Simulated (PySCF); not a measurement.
Bond curve of KLi⁺

Set-up: K 3-21G, Li 3-21G; no relativity (PySCF 2.14). Energies in eV from K⁺ + Li in their ground configurations at the same level. State: ²Σ⁺ (doublet), unpaired electrons σ ↑.

```json
{"R (Å)": "3.404", "PBE0": "-0.4386", "LC-ωPBE": "-0.4042"}
{"R (Å)": "3.562", "PBE0": "-0.4830", "LC-ωPBE": "-0.4517"}
{"R (Å)": "3.720", "PBE0": "-0.5090", "LC-ωPBE": "-0.4796"}
{"R (Å)": "3.839", "PBE0": "-0.5187", "LC-ωPBE": "-0.4901"}
{"R (Å)": "3.958", "PBE0": "-0.5216", "LC-ωPBE": "-0.4933"}
{"R (Å)": "4.077", "PBE0": "-0.5189", "LC-ωPBE": "-0.4904"}
{"R (Å)": "4.235", "PBE0": "-0.5083", "LC-ωPBE": "-0.4790"}
{"R (Å)": "4.433", "PBE0": "-0.4867", "LC-ωPBE": "-0.4555"}
{"R (Å)": "4.670", "PBE0": "-0.4529", "LC-ωPBE": "-0.4183"}
{"R (Å)": "4.987", "PBE0": "-0.4011", "LC-ωPBE": "-0.3612"}
```

**Question.** Put a parabola through the three lowest points of the PBE0 curve and estimate Re, k and ωe (reduced mass 5.945 u; 1 eV/Å² = 0.16022 mdyn/Å; ωe = 1302.8·√(k/μ) cm⁻¹).

**Answer.** Through R = 3.839, 3.958, 4.077 Å the second-order coefficient is 0.198 eV/Å², so Re ≈ 3.960 Å, k ≈ 0.0634 mdyn/Å and ωe ≈ 134 cm⁻¹. A polynomial fit of higher order to the unrounded PBE0 energies gives Re = 3.956 Å, k = 0.0638 mdyn/Å, ωe = 135 cm⁻¹; anharmonicity and rounding make the difference.

The higher-order fit for each curve: PBE0: Re = 3.956 Å, ωe = 135 cm⁻¹, De = 0.52 eV; LC-ωPBE: Re = 3.957 Å, ωe = 140 cm⁻¹, De = 0.493 eV.

For an ion De counts to the pair picked by the measured ionisation energies or electron affinities, which need not be the lowest pair at this level. 3-21G is very small, so such numbers show the basis as much as the molecule. The state was picked by a PBE0 search and need not be the measured ground state.
